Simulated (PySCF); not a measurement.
## `C=C(F)[C@H](C#N)C[O-]`, [C5H5FNO]-, charge -1

Geometry:
```
atom   x (Å)   y (Å)   z (Å)
  C1   1.738  -0.301   0.571
  C2   0.943  -0.478  -0.473
  F3   1.290  -1.406  -1.435
  C4  -0.351   0.169  -0.698
  C5  -0.293   1.581  -0.686
  N6  -0.293   2.734  -0.698
  C7  -1.409  -0.328   0.601
  O8  -0.899  -0.240   1.755
  H9   1.424   0.365   1.351
 H10   2.644  -0.869   0.697
 H11  -0.832  -0.180  -1.616
 H12  -2.305   0.321   0.378
 H13  -1.660  -1.368   0.234
```

Total charge -1.

Computed, not measured: GIAO B3LYP/aug-pcSseg-1 magnetisability, rotational g tensor and spin-rotation constants, non-relativistic, gas phase in PySCF 2.14.0. Geometry: GFN2-xTB.

For an ion the centre-of-mass motion in the field is neglected.

Q: What are the magnetisability and the molar susceptibility?

A: Isotropic -1062 × 10⁻³⁰ J/T², or -63.9 × 10⁻⁶ cm³/mol; principal values -1240, -1022, -923 × 10⁻³⁰ J/T², anisotropy 281 × 10⁻³⁰ J/T² (root of half the summed squared differences of the principal values). The susceptibility is in cgs units.

Q: Split it along the inertial axes a, b, c into diamagnetic and paramagnetic parts about the centre of mass, with the quadrupole moment.

A: 
```tsv
axis	χ (10⁻⁶ cm³/mol)	diamagnetic (10⁻⁶ cm³/mol)	paramagnetic (10⁻⁶ cm³/mol)	summed x² of all electrons (Å²)	quadrupole Θ (D Å)
a	-63.9	-598.5	534.6	126.9	-5.78
b	-64.0	-739.2	675.2	93.7	-11.92
c	-63.9	-935.9	872.0	47.4	+17.70
```
Anisotropies 2χaa − χbb − χcc = +0.2 and 2χbb − χaa − χcc = -0.3 × 10⁻⁶ cm³/mol. Θ is traceless in Buckingham's convention.

Q: And the rotational g tensor?

A: 
```
axis  rotational constant (GHz)        g  nuclear part  electronic part
   a                     2.3753  -0.0492        0.5474          -0.5966
   b                     1.7873  -0.0339        0.5330          -0.5669
   c                     1.3436  -0.0366        0.5139          -0.5505
```
Asymmetric top; isotopes 12C, 19F, 1H, 14N, 16O; no vibrational averaging.
